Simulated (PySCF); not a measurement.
# Excitation energy of Cs by level of theory

Cs [Xe] 6s1 (2S) → Cs [Xe] 6p1 (2P), as a difference of total energies. Computed with PySCF 2.14 in aug-cc-pVQZ-X2C, with the spin-free X2C one-electron Hamiltonian (Gaussian nucleus). The calculations carry no spin-orbit coupling.

| method | excitation energy (eV) |
| --- | --- |
| UHF | 1.182 |
| LDA | 1.385 |
| PBE | 1.218 |
| PBE0 | 1.220 |
| r2SCAN | 1.174 |
| TPSSh | 1.114 |
| B3LYP | 1.308 |

For comparison: 1.432 eV (measured; NIST levels, between the centres of gravity of the two terms).
